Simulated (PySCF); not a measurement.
# Calculated properties of `S(Cl)([N-]S(=O)(=O)C)(=O)=O`

Species: CH3ClNO4S2 (charge -1).
SMILES with atom numbers: `[CH3:1][S:2](=[O:3])(=[O:4])[N-:5][S:6](=[O:7])(=[O:8])[Cl:9]` (hydrogens: H10, H11, H12 on C1)

**PBE0-D3(BJ)/def2-SVP geometry optimisation, gas phase (PySCF)**

| Item | Value |
| --- | --- |
| Point group | C1 |
| Rotational constants A, B, C | 1.819, 0.777, 0.691 GHz |

**PBE0/def2-SVPD ground state, ΔSCF and vertical TDDFT (core frozen in the response) (PySCF)**

| Property | Result |
| --- | --- |
| HOMO energy | -4.11 eV |
| LUMO energy | 1.93 eV |
| HOMO–LUMO gap | 6.04 eV |
| Lowest singlet excitation | 4.67 eV (265 nm, f = 0.022) |
| Strongest line among the 10 lowest singlet transitions | S7 at 6.37 eV (195 nm, f = 0.095) |
| Lowest triplet excitation (Tamm–Dancoff) | 4.16 eV |
| Static isotropic polarisability | 98.5 au |
| Vertical electron detachment energy | 5.85 eV |
| Electronic spatial extent ⟨r²⟩ about the centre of nuclear charge | 1707 bohr² |

KT3/pcSseg-1 ground state and GIAO shieldings, non-relativistic (PySCF):

| Property | Result |
| --- | --- |
| 13C chemical shifts (computed TMS as zero) by class | 41.3 (C1) ppm |
| 1H chemical shifts (computed TMS as zero) by class | 2.82 (H10/H11/H12) ppm |
| Isotropic shieldings of nuclei other than C and H, by class | 23 (N5), -14 (O7/O8), 92 (O3/O4), 185 (S6), 240 (S2), 344 (Cl9) ppm |

**delta-SCF UKS SCAN, pcX-2 on the ionised atom, pcseg-1 elsewhere, spin-free X2C; 2p3/2 from a spin–orbit splitting computed afterwards within the 2p shell (PySCF)**

| Item | Value |
| --- | --- |
| Core binding energies | S2p3/2 170.2 (S2), S2p3/2 170.4 (S6), Cl2p3/2 201.1 (Cl9), C1s 287.8 (C1), N1s 400.7 (N5), O1s 533.6 (O3/O4), O1s 534.0 (O7/O8), S1s 2479.1 (S2), S1s 2479.5 (S6), Cl1s 2823.7 (Cl9) eV |

Monoisotopic mass of the ion (most abundant isotopes, electron mass counted): 191.9198 u.

The rotational constants make it an asymmetric top with κ = (2B − A − C)/(A − C) = -0.85, nearer the prolate limit (−1). No computed singlet falls in the visible range (750 to 380 nm, 1.65 to 3.26 eV); S1 lies 1.41 eV above its blue end. The ΔSCF detachment energy exceeds −ε(HOMO) by 1.74 eV with PBE0. The 10 singlets span 4.67 to 6.82 eV, and their oscillator strengths add up to 0.27. The principal polarisabilities are 82.7, 97.5 and 115.2 au; their mean is the isotropic value. The vertical singlet–triplet gap S1 − T1 is 0.51 eV (TDDFT singlet less Tamm–Dancoff triplet; S1: HOMO→LUMO, weight 0.93; T1: HOMO→LUMO, weight 0.86). With B = h/(8π²I), that is 505.379 GHz u Å² over I, the principal moments of inertia are 277.9, 650.3 and 731.1 u Å² (most abundant isotopes).

 NMR classes are plain means over equivalent atoms (diastereotopic ones count apart unless rotation or inversion swaps them), as if these changed places fast; in this geometry the members of some classes differ. No diffuse functions stand in pcSseg-1, which bears on an anion's orbital energies.

Conformer computed: `[CH3:1][S:2](=[O:3])(=[O:4])[N-:5][S:6](=[O:7])(=[O:8])[Cl:9]`: C1–S2–N5–S6 -53°, S2–N5–S6–O7 -158°.

One conformer stands for the species.
